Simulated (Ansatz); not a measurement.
Ansatz (a first-principles code) input:

Ansatz 0.2 input:
```yaml
crystal:
  periodic: [false, false, false]
  atoms:
    - {symbol: C, position_ang: [-3.04836672, 0.30989210, -0.39502381]}
    - {symbol: C, position_ang: [-1.76339565, 0.03641998, -0.65639222]}
    - {symbol: B, position_ang: [-0.68379153, 0.23305214, 0.40126322]}
    - {symbol: Br, position_ang: [1.17077943, -0.10760394, 0.18591085]}
    - {symbol: H, position_ang: [-3.35437979, 0.67875261, 0.57703925]}
    - {symbol: H, position_ang: [-3.83102642, 0.17661118, -1.13401091]}
    - {symbol: H, position_ang: [-1.50234200, -0.33235901, -1.64772788]}
basis:
  gaussian:
    orbitals: aug-cc-pVQZ
magnetization: {spin_polarized: true, initial_magnetization: 1}
correlation: {method: ccsd_t, electrons: outside_noble_gas}
```

Q: What final total energy does it print?

A: -2675.29028 Eh (CCSD(T)/aug-cc-pVQZ). The basis has 471 functions.

It need not be the lowest isomer of its formula.
